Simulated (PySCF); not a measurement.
C₅H₅ClO.
Numbering: `[CH3:1][c:2]1[cH:3][cH:4][c:5]([Cl:6])[o:7]1` (hydrogens: H8, H9, H10 on C1; H11 on C3; H12 on C4)

Structure used (GFN2-xTB), in Å, numbered top down from 1:
```
atom  x, y, z in Å
C1    -1.9192    0.3040    0.0928
C2    -0.4543    0.0694    0.0194
C3     0.3057   -1.0358    0.2554
C4     1.6562   -0.6618    0.0272
C5     1.6068    0.6483   -0.3322
Cl6    2.8422    1.7422   -0.7498
O7     0.3425    1.1064   -0.3426
H8    -2.1415    1.0903    0.8127
H9    -2.4212   -0.6098    0.3943
H10   -2.3023    0.6212   -0.8760
H11   -0.0428   -2.0024    0.5558
H12    2.5292   -1.2727    0.1170
```

Theory: TDDFT PBE0/def2-SVPD, vertical, gas phase, core orbitals frozen in the response (PySCF).

Frontier orbitals with the atoms that hold most of them (Löwdin shares over 4%, at most four atoms; ? is withheld):

```tsv
orbital	ε (eV)	atoms
LUMO+2	0.87	Cl6 66%, C5 18%
LUMO+1	0.74	C1 23%, C3 13%, H9 10%, C2 10%
LUMO	?	?
HOMO	-6.36	?
HOMO-1	-8.38	C3 29%, C4 27%, O7 20%, C2 8%
HOMO-2	-9.39	Cl6 80%, C5 8%, C4 4%
HOMO-3	-10.02	Cl6 66%, C5 13%, O7 11%
```

Question: Which atoms hold the HOMO, and with what shares?

Answer: C2 (bonded to 2 C and O) 22%; C5 (bonded to C, Cl and O) 22%; Cl6 (bonded to C) 15%; C3 (bonded to 2 C and H) 13%. By element: carbon 57% or more, chlorine 15%.

Question: Which atoms hold the LUMO, and with what shares?

Answer: C5 (bonded to C, Cl and O) 21%; C2 (bonded to 2 C and O) 18%; O7 (bonded to 2 C) 16%; C4 (bonded to 2 C and H) 14%. By element: carbon 52% or more, oxygen 16%.

Question: What is the LUMO energy, and the HOMO–LUMO gap?

Answer: ε(LUMO) = 0.03 eV; the gap is 6.39 eV (0.2348 hartree).

Question: The HOMO–LUMO gap is 6.39 eV. Where does the response calculation put the lowest singlet, and from which orbitals?

Answer: S1 is at 5.81 eV (f = 0.299), 0.58 eV below the gap, made of HOMO→LUMO (98%). Without the coupling terms of the response equations the lowest excitation would equal the gap.

Question: Give energy, strength and leading configuration of S1 and S3, and follow the Löwdin shares of the leading atoms from the occupied to the empty orbital.

Answer: 
- S1 (5.81 eV, f 0.299), HOMO→LUMO (98%): C2 22% → 18%, C5 22% → 21%
- S3 (5.99 eV, f 0.0005), HOMO→LUMO+1 (91%): C2 22% → 10%, C5 22% → at most 10%, C1 at most 14% → 23%, C3 13% → 13%

Löwdin shares depend on the basis, the more so with diffuse functions.
